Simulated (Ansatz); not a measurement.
Input for Ansatz (a quantum-chemistry and plane-wave program):
Ansatz 0.2 input:
```yaml
crystal:
  periodic: [false, false, false]
  atoms:
    - {symbol: C, position_ang: [0.00386916, 0.00066529, 0.10150064]}
    - {symbol: H, position_ang: [0.00046091, 0.97908788, -0.31139250]}
    - {symbol: H, position_ang: [-0.02367585, -0.98307960, -0.29761136]}
basis:
  gaussian:
    orbitals: 6-31G__.json
magnetization: {spin_polarized: true, initial_magnetization: 2}
correlation: {method: ccsd_t}
```
The basis file holds 6-31G** in the JSON format of the Basis Set Exchange.

Q: What is the computed coupled-cluster correlation energy (without the perturbative part) (CCSD(T)/6-31G** (Ansatz))?

A: -0.1120 Eh

Q: Give the MP2 correlation energy at the level CCSD(T)/6-31G**.

A: -0.0938 Eh
